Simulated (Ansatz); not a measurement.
Ansatz (an electronic-structure program) input (SVWN5/def2-TZVP):

Ansatz 0.2 input:
```yaml
crystal:
  periodic: [false, false, false]
  atoms:
    - {symbol: B, position_ang: [-0.00000000, -0.00000000, -0.73649529]}
    - {symbol: N, position_ang: [0.00000000, 0.00000000, 0.52606806]}
basis:
  gaussian:
    orbitals: def2-TZVP
hamiltonian:
  xc: {name: SVWN5}
relax: {f_tol: 0.003, max_steps: 100}
```

End of the output:

```
mean field -2141.47740792 eV, -78.6978431954 hartree, gradient 6.5e-5 eV, S^2 0.000000; 0 other end points of the search recorded, 0 dependent functions left out
the calculation of the forces begins
reference -2141.47743596 eV, -78.6978442261 hartree; 6, 6 occupied and 56, 56 virtual orbitals, 324 factors
relax step   3: F+E_penalty+E_count = -2141.47740792 eV  Δ(F+E_penalty+E_count) = -1.168e-5 eV  max|allowed force component| = 2.419e-4 eV/Å  Δτ_max = 0.0003 Å  (18 SCF iters, accepted)
integrals: 0.01 GiB planned
324 factors; their error is unknown
mean field: 0.09 GiB planned
mean field evaluation 64: about -2141.4774 eV, gradient 1.3e-3 eV
mean field -2141.47740792 eV, -78.6978431954 hartree, gradient 6.5e-5 eV, S^2 0.000000; 4 other end points of the search recorded, 0 dependent functions left out
the calculation of the forces begins
reference -2141.47743596 eV, -78.6978442261 hartree; 6, 6 occupied and 56, 56 virtual orbitals, 324 factors
Total energy: -2141.47743596 eV, -78.6978442261 hartree
Atom 0 at     0.000000    -0.000000    -0.737938 Å, force    -0.000000    -0.000000    -0.000242 eV/Å
Atom 1 at    -0.000000     0.000000     0.527511 Å, force     0.000000     0.000000     0.000242 eV/Å
Dipole moment:     0.000000     0.000000    -0.607522 e Å
```

This is an excited singlet: at this geometry the triplet lies 0.76 eV lower at wB97M-V/def2-TZVPD.
